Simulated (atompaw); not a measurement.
**Pseudopotential generation for antimony (Sb): PAW (atompaw), PBE, scalar-relativistic.**

atompaw 4.2.0.5 input, output lines left out:

```
Sb 51
GGA-PBE scalarrelativistic loggrid 1500 logderivrange -4 5 226
5 5 4 0 0 0
5 1 3
0 0 0
c
c
c
c
v
c
c
c
v
c
v
3
2.60 2.60 2.25 2.60
y
-0.25
n
y
1.3
n
y
-2
n
y
-0.1
y
1.25
n
custom rrkj vanderbiltortho gaussian
4 0.5 troulliermartins
2.60
2.60
2.60
2.60
1.80
1.80
2.60
2.05
```

Poles of the logarithmic derivatives, all-electron (AE) and pseudo (PS). s: poles at 0.2 (AE) and 0.2, 1.7 (PS) Ry. p: poles at 1.5 (AE) and 1.5 (PS) Ry. d: poles at -2.4, 3.7 (AE) and -2.4, 3.8 (PS) Ry. f: poles at 2.5 (AE) and 2.6 (PS) Ry. Test radius 2.61 bohr.

- Cutoffs needed: 35 Ry and 60 Ry (the cutoffs (Ry, on a coarse ladder) from which the occupation-weighted sum of valence levels, in a spherical-Bessel basis at the reference potential, stays within 10 and 1 mRy of its value at 400 Ry)
- Ghost test: no extra level below or beside the all-electron valence levels (s, p, d, f tested) (spherical-Bessel basis up to 400 Ry, 20 bohr box)
- Lowest eigenvalue of the overlap operator: 0.28 (s channel)
- Overlap eigenvalues printed by atompaw (projector basis): 0.00503, 0.0177, 2.95, 3.33, 20.5, 42.1, 212, 484
- Share of each valence orbital outside the PAW sphere: 5s 27 %, 5p 55 %, 4d 0 %
